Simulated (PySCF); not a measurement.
C₂H₆BFN₂, SMILES C=C(F)B(N)N. Atoms are numbered in the order given.

```xyz
12

C      1.8857     0.6189    -0.0460
C      0.7885    -0.1252     0.1354
F      0.9548    -1.3761     0.6542
B     -0.7275     0.2221    -0.1668
N     -1.6682    -0.7897     0.1265
N     -1.0779     1.4853    -0.7007
H      1.8035     1.6260    -0.4597
H      2.8801     0.2426     0.2109
H     -1.3658    -1.6767     0.5072
H     -2.6664    -0.7122    -0.0130
H     -2.0286     1.7579    -0.9122
H     -0.4008     2.2063    -0.9044
```
Charge 0, spin multiplicity 1.

Coordinates come from a r2SCAN-D4/def2-SVP optimisation. The structure was generated by enumeration, and PubChem lists no compound with its InChIKey, so it may never have been made. One conformer was computed; it need not be the lowest.

The numbers are results of PBE/def2-TZVP (PySCF), not measurements.

The molecule is in vacuum.

| Item | Value |
|---|---|
| total energy | -313.85024 hartree |
| highest occupied level | -5.68 eV |
| lowest empty level | -1.18 eV |
| orbital gap | 4.50 eV |
| dipole moment | 2.31 D |
| quadrupole, principal values (traceless, Buckingham form, about the centre of nuclear charge) | -9.82, 2.44, 7.39 D·Å |
| mean static polarisability | 56.8 bohr³ (8.42 Å³) |
| polarisability, principal values | 38.3, 57.7, 74.3 bohr³ |
